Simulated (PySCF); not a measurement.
# One reaction down a group: F, Cl, Br, I

The same gas-phase reaction for F, Cl, Br, I:
- SnF2 + 2 H2 → SnH4 + F2
- SnCl2 + 2 H2 → SnH4 + Cl2
- SnBr2 + 2 H2 → SnH4 + Br2
- SnI2 + 2 H2 → SnH4 + I2

Method: PySCF energies plus ideal-gas RRHO corrections (1 bar). † marks an energy on the PBE0/def2-TZVP geometry and frequencies. MP2 and CCSD(T) freeze the core. All species are closed-shell singlets. I, Sn: scalar-relativistic def2 core potential, no spin-orbit coupling. Br: all electrons, no relativistic terms. MP2 isn't extrapolated to the basis-set limit. CCSD(T) isn't extrapolated to the basis-set limit. The harmonic model lacks anharmonicity and excited electronic states, which grow with temperature; levels with a mode under 35 cm⁻¹ are left out. Soft modes under 120 cm⁻¹ make the harmonic entropy rough for SnCl2, SnBr2, SnI2.

ΔH°(298 K) in kJ, by level:

```tsv
level	F	Cl	Br	I
ωB97M-V/def2-TZVP†	665.1	350.9	295.6	210.6
ωB97X-V/def2-TZVP†	656.8	343.5	286.3	199.7
LDA/def2-TZVP†	625.8	313.7	267.1	193.2
PBE0/def2-SVP†	606.4	353.2	289.1	217.7
r2SCAN/def2-TZVP†	673.0	369.7	315.8	233.3
CCSD(T)/def2-SVP†	614.4	343.6	289.4	213.9
MP2/def2-SVP†	653.4	361.9	309.1	229.0
MP2/def2-TZVPP†	703.5	381.1	326.6	248.8
```

At ωB97M-V/def2-TZVP†, ΔH° falls from F to I, over a range of 454.5 kJ; the steps are -314.2, -55.3, -85.0 kJ. 8 of the 8 levels shown give the same order. The levels scatter most for F (97.1 kJ between the highest and the lowest) and least for I (55.6 kJ). ΔS°(298 K) runs from -117.2 to -112.4 J/K, so TΔS° at 298 K spreads over 1.4 kJ among the members, against 454.5 kJ for ΔH°.

Free energies at ωB97M-V/def2-TZVP†:

```json
[
 {"member": "F", "ΔS°(298 K), J/K": "-112.4", "ΔG°(298 K), kJ": "699", "ΔG°(1000 K), kJ": "785", "ΔG° changes sign": "none from 298 to 2500 K"},
 {"member": "Cl", "ΔS°(298 K), J/K": "-115.5", "ΔG°(298 K), kJ": "385", "ΔG°(1000 K), kJ": "474", "ΔG° changes sign": "none from 298 to 2500 K"},
 {"member": "Br", "ΔS°(298 K), J/K": "-116.3", "ΔG°(298 K), kJ": "330", "ΔG°(1000 K), kJ": "419", "ΔG° changes sign": "none from 298 to 2500 K"},
 {"member": "I", "ΔS°(298 K), J/K": "-117.2", "ΔG°(298 K), kJ": "246", "ΔG°(1000 K), kJ": "335", "ΔG° changes sign": "none from 298 to 2500 K"}
]
```

The NASA 1993 table holds none of these reactions whole; the comparison is among the levels.
